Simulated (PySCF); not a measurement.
Si(Cl)(NCO)(OH)2 (CH2ClNO3Si), SMILES O[Si](N=C=O)(Cl)O.

The structure is a stationary point at PBE-D3(BJ)/def2-SVP. This is a generated structure with no PubChem entry under its InChIKey; it may be hypothetical. One conformer was computed; it need not be the lowest.

These are PBE-D3(BJ)/def2-SVP run with PySCF 2.14.0 values and carry that method's errors.

Frequencies are harmonic and unscaled.

Computed harmonic wavenumbers and intensities:
```csv
mode,ν (cm⁻¹),IR (km/mol),moving atoms (share of kinetic energy)
1,38,0.2,"O 46 %, Cl 30 %, N 19 %"
2,48,0.8,"O 62 %, N 32 %"
3,85,101.6,"H 69 %, O 20 %"
4,166,18.0,"H 75 %, O 10 %, N 8 %"
5,214,6.7,"O 46 %, N 24 %, Cl 16 %, H 8 %"
6,256,28.2,"O 32 %, H 27 %, Cl 16 %, N 12 %, Si 11 %"
7,299,61.7,"O 63 %, N 10 %, Cl 9 %"
8,309,29.0,"O 38 %, Cl 23 %, H 14 %, N 13 %, Si 9 %"
9,316,30.4,"O 34 %, N 24 %, H 18 %, Si 17 %"
10,507,47.7,"O 30 %, Cl 30 %, Si 24 %"
11,583,12.5,"C 66 %, O 15 %, N 8 %, Si 8 %"
12,585,28.9,"C 72 %, O 15 %, N 13 %"
13,642,272.8,"Si 54 %, O 16 %, N 12 %, C 9 %"
14,788,223.1,"H 58 %, O 34 %"
15,792,194.5,"H 71 %, O 27 %"
16,903,181.6,"Si 38 %, O 37 %, H 24 %"
17,968,123.7,"Si 46 %, O 40 %, H 14 %"
18,1473,53.7,"N 57 %, O 39 %"
19,2397,1214.6,"C 70 %, N 18 %, O 12 %"
20,3764,112.4,H 94 %
21,3771,91.9,H 94 %
```
